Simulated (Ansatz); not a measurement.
C5H10, SMILES C1CC1(C)C.

The structure is a stationary point at PBE0-D3(BJ)/def2-SVP.

Two levels are set side by side: PBE/def2-TZVPD (Ansatz, a program for electronic structure) and PBE0/def2-TZVPD (Ansatz). Energy differences of separate SCF runs at the same geometry; the states with an electron removed or added have multiplicity 2 and 2. Differences are taken from unrounded values.

```csv
quantity,PBE0,PBE,PBE minus PBE0
vertical ionisation energy (eV),9.62,9.43,-0.19
vertical singlet–triplet gap (eV),6.92,6.53,-0.39
```
